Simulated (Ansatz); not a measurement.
`NB1OC1F`, relaxed with RKS PBE-D4/def2-SVP in the Gaussian-basis code of Ansatz from a rough embedded geometry. The force threshold is 0.03 eV/Å; the program also tests the step.

The species carries charge 0 and has multiplicity 1.

Start:

```xyz
8

N    -0.233   -1.549    0.156
B     0.254   -0.228   -0.218
O     1.326    0.798   -0.154
C     0.002    1.354    0.095
F    -0.161    1.623    1.383
H     0.359   -2.305   -0.344
H    -1.215   -1.691   -0.200
H    -0.331    1.999   -0.718
```

| step | energy (eV) | largest force (eV/Å) | largest move (Å) |
| --- | --- | --- | --- |
| 1 | -8001.0855 | 4.093 | 0.000 |
| 2 | -8001.8817 | 1.696 | 0.150 |
| 3 | -8002.1536 | 1.256 | 0.140 |
| 4 | -8002.2097 | 0.388 | 0.056 |
| 5 | -8002.2360 | 0.350 | 0.081 |
| 6 | -8002.2417 | 0.240 | 0.029 |
| 7 (rejected) | -8002.2384 | 0.246 | 0.044 |
| 8 | -8002.2451 | 0.071 | 0.022 |
| 9 | -8002.2453 | 0.020 | 0.007 |

End:

```xyz
8

N    -0.233   -1.535   -0.177
B     0.104   -0.188   -0.093
O     1.230    0.598   -0.136
C    -0.028    1.314    0.104
F    -0.109    1.860    1.355
H     0.465   -2.270   -0.296
H    -1.191   -1.869   -0.099
H    -0.238    2.091   -0.657
```

Hardware: 2 threads of an Arm Neoverse V2 on a shared host. Wall time 15 s, peak host memory 0.17 GiB.
